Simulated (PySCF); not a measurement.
# Worked example: oscillator strength and radiative lifetime

CH4Sn, SMILES [CH3][SnH] (connectivity only; charge and spin as stated), neutral, multiplicity 1.

Geometry optimised at r2SCAN-D4/def2-TZVP. The def2 effective core potentials stand for the cores of Sn; spin–orbit coupling is left out.

TDA-B3LYP/def2-TZVPD (PySCF) puts the first singlet state with f over 0.02 at 2.41 eV (vertical), with the transition dipole (0.000, 0.000, 0.660) in atomic units.

Question: Find the oscillator strength, the wavelength and the radiative lifetime that this transition would have in vacuum if emission retraced absorption.

Answer: 
|μ|² = 0.4356 au, so |μ| = 1.68 D. ΔE = 2.41/27.211 = 0.0886 hartree. f = (2/3) ΔE |μ|² = 0.026 (the program prints 0.026).
λ = 1239.84/2.41 = 514 nm; ν = 19438 cm⁻¹.
Einstein's coefficient A = 0.6670 ν² f s⁻¹ (ν in cm⁻¹) = 6500000 s⁻¹, so τ = 1/A = 150 ns. This state is S1. The figure is the radiative limit of this one transition; relaxation, internal conversion, crossing to triplets and a medium change what is measured.
